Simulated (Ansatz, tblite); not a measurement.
Spin states of the cluster Mo₄⁺ (the lowest doublet isomer of a short search), each relaxed with PBE-D4/def2-SVP in Ansatz. Electronic energies in the gas phase.

In the def2 sets Mo takes a core potential; there is no spin–orbit coupling. The xTB rows come from tblite. Correlated methods freeze no core orbitals; core or outer-core shells of Mo are correlated, in sets that lack core-valence functions. The structure comes from a short search, and lower isomers may exist.

Doublet geometry (D2d within 0.1 Å):

```xyz
4

Mo   -0.614   -1.288    0.505
Mo    0.481    0.125   -1.430
Mo    1.375    0.437    0.456
Mo   -1.242    0.726    0.468
```

Quartet geometry:

```
atom   x (Å)   y (Å)   z (Å)
 Mo1  -0.703  -0.326  -1.270
 Mo2  -0.650  -0.417   1.316
 Mo3   0.132   1.467   0.400
 Mo4   1.221  -0.723  -0.446
```

⟨S²⟩: doublet 1.51 at PBE0-D4/def2-TZVP (pure 0.75), quartet 3.87 at PBE0-D4/def2-TZVP (pure 3.75).

Run but left out: HF/STO-3G, HF/def2-TZVP, r2SCAN-D4/def2-TZVP, B3LYP-D4/def2-TZVP, PBE0-D4/def2-TZVP, BHLYP-D4/def2-TZVP, LC-ωPBE/def2-TZVP, ωB97M-V/def2-TZVP, MP2/def2-TZVP (doublet: ⟨S²⟩ 1.18 to 8.23, where a pure state has 0.75); HF/def2-SVP, MP2/def2-SVP, CCSD/def2-SVP, CCSD(T)/def2-SVP (flagged by the program: other amplitudes).

Only these spin states were relaxed. Higher spins weren't run and may lie lower.

```tsv
level	quartet − doublet (kcal/mol)	lowest of these
GFN1-xTB	-82.4	quartet
GFN2-xTB	-57.7	quartet
LDA (SPW92)/def2-TZVP	18.6	doublet
PBE-D4/def2-TZVP	14.1	doublet
RPA@PBE/def2-TZVP	16.7	doublet
```

The xTB methods have no spin-polarisation term.
